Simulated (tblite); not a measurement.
C₆H₉N₃.
Numbering: `[CH3:1][N:2]([CH3:3])[c:4]1[cH:5][n:6][cH:7][cH:8][n:9]1` (hydrogens: H10, H11, H12 on C1; H13, H14, H15 on C3; H16 on C5; H17 on C7; H18 on C8)

Cartesian coordinates in Å at the GFN2-xTB level; atoms count from 1:
```
atom  x, y, z in Å
C1    -1.8635   -1.1021    0.4870
N2    -1.0891   -0.0234   -0.0742
C3    -1.7868    0.9524   -0.8747
C4     0.2581    0.0139    0.0413
C5     0.9967   -0.9609    0.7530
N6     2.3002   -0.8873    0.8797
C7     2.9277    0.1382    0.3073
C8     2.2206    1.0866   -0.4092
N9     0.9055    1.0327   -0.5437
H10   -2.9194   -0.8816    0.3475
H11   -1.6408   -2.0563   -0.0014
H12   -1.6722   -1.2057    1.5575
H13   -2.5544    1.4514   -0.2782
H14   -1.0626    1.6854   -1.2205
H15   -2.2606    0.4768   -1.7383
H16    0.5266   -1.8122    1.2228
H17    3.9995    0.1775    0.4312
H18    2.7059    1.9209   -0.8987
```

Structure optimised with GFN2-xTB, isolated species.

Masses are those of the commonest isotopes; rigid-rotor values at the optimised geometry. 

Problem. What are A, B and C (GHz)?

Solution. Ia = 137.26, Ib = 388.53, Ic = 519.36 u·Å²; 505379 MHz·u·Å²/I gives 3682, 1301 and 973.1 MHz, that is A = 3.6818, B = 1.3007, C = 0.9731 GHz.

Problem. What kind of rotor is it?

Solution. An asymmetric top; Ray's κ = -0.758.

Problem. What does the inertial defect say?

Solution. Not planar: Δ = Ic − Ia − Ib = -6.44 u·Å². For a rigid frame Δ = −2 Σ m c², so Σ m c² = 3.22 u·Å² lies off the ab plane: 3.19 from hydrogen and 0.03 from heavier atoms. The atom farthest from that plane is 0.95 Å away.

Problem. Where do the levels up to J = 3 lie, in cm⁻¹?

Solution. Above 0(0,0):
J = 1: 1(0,1) 0.0758, 1(1,1) 0.1553, 1(1,0) 0.1662
J = 2: 2(0,2) 0.2265, 2(1,2) 0.2960, 2(1,1) 0.3288, 2(2,1) 0.5671, 2(2,0) 0.5681
J = 3: 3(0,3) 0.4499, 3(1,3) 0.5066, 3(1,2) 0.5721, 3(2,2) 0.7946, 3(2,1) 0.7998, 3(3,1) 1.2197, 3(3,0) 1.2198

Its GFN2-xTB frequencies are all real (lowest 46 cm⁻¹). These are rigid-rotor constants of the computed structure; measured ground-state constants (B0) also hold zero-point vibration.
